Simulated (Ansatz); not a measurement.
`C=C[SiH](Br)C=C` → `C=CC=C` + `[SiH]Br` at 600 K and 1 bar (silylene formation by 1,1-elimination).

Gas-phase electronic energies from Ansatz, PBE0-D4/def2-TZVP geometries. CCSD(T)/CBS is the MP2 limit (def2-TZVPP, def2-QZVPP) plus CCSD(T) − MP2 in def2-TZVPP, frozen cores. For Br outer-core shells are correlated without core-valence functions, which leaves a few kJ/mol of doubt a bond. Scalar relativity is left out up to krypton. One conformer a species, not always the lowest.

```tsv
species	CCSD(T)/CBS energy (Eh)	H − E (kJ/mol)	S (J/(mol·K))
`C=C[SiH](Br)C=C`	-3018.83764	324.1	498.1
`C=CC=C`	-155.77789	269.6	346.2
`[SiH]Br`	-2862.97869	44.0	294.9
```

H − E and S are ideal-gas, rigid-rotor, harmonic terms from PBE0-D4/def2-TZVP, for one conformer and one mirror image of each species. 1 Eh = 2625.50 kJ/mol, R = 8.31446 J/(mol·K).

**Question.** By hand: ΔE, ΔH, ΔS and ΔG.

**Answer.** ΔE = (-155.77789) + (-2862.97869) − (-3018.83764) = 0.08106 Eh = 212.8 kJ/mol. Δ(H − E) = 269.6 + 44.0 − 324.1 = -10.5, so ΔH = 202.3 kJ/mol. ΔS = 346.2 + 294.9 − 498.1 = 143.0 J/(mol·K). ΔG = 202.3 − 600 × (143.0)/1000 = 116.5 kJ/mol.

**Question.** By hand: the equilibrium constant, and the temperature at which ΔG would vanish if ΔH and ΔS stayed fixed.

**Answer.** log₁₀ K = −ΔG/(RT ln 10) = -10.1. ΔG = 0 at ΔH/ΔS = 1415 K.

The number of gas molecules changes by +1, which sets the sign of ΔS. A doubt of 5 kJ/mol in ΔE shifts log₁₀ K by 0.4 here. Other conformers and mirror images would add mixing entropy, several J/(mol·K) or more a flexible species. These are equilibria of isolated gas molecules and say nothing of rates. Largest T1 diagnostic: 0.011 (customary marks: 0.02 for closed shells, 0.045 for open ones).
